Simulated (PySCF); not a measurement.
Electronic structure of Ni⁺ (nickel, charge +1) at the UHF level

Configuration: [Ar] 3d9, 2D determinant. Calculation: PySCF 2.14, in jorge-DZP-DKH; the spin-free X2C one-electron Hamiltonian (Gaussian nucleus).

```
Total energy                                                  : -1518.678492 hartree
One-electron energy                                           : -2107.1280 hartree
Hartree (Coulomb) energy                                      : 650.9855 hartree
Exchange energy                                               : -62.5361 hartree
⟨S²⟩                                                          : 0.7519
⟨L²⟩                                                          : 6.013
Sum of ⟨r⟩                                                    : 17.25 bohr
Sum of ⟨r²⟩                                                   : 18.19 bohr²
Traceless quadrupole moment −½Σ⟨3z² − r²⟩ along its main axis : -0.390 e·bohr²
Langevin diamagnetic susceptibility                           : -14.4 ×10⁻⁶ cm³/mol
Time after the integrals                                      : 0.17 s of wall time on 1 thread of Neoverse-V2 (shared host)
```

```csv
shell,electrons,mean orbital energy (eV),spread (eV),"rms radius, mean of both spins (bohr)"
1s β,1,-8403.8,0,0.0624
1s α,1,-8403.7,0,0.0624
2s α,1,-1051.4,0,0.265
2s β,1,-1050.4,0,0.265
2p α,3,-901.26,1.015,0.238
2p β,3,-900.35,0.018,0.238
3s α,1,-138.28,0,0.801
3s β,1,-135.66,0,0.801
3p α,3,-92.966,2.189,0.857
3p β,3,-89.818,1.401,0.857
3d α,5,-20.266,2.579,1.16
3d β,4,-18.775,2.014,1.16
```

Densities and radii are taken from the X2C orbitals without a picture-change correction, which distorts them close to the nucleus.
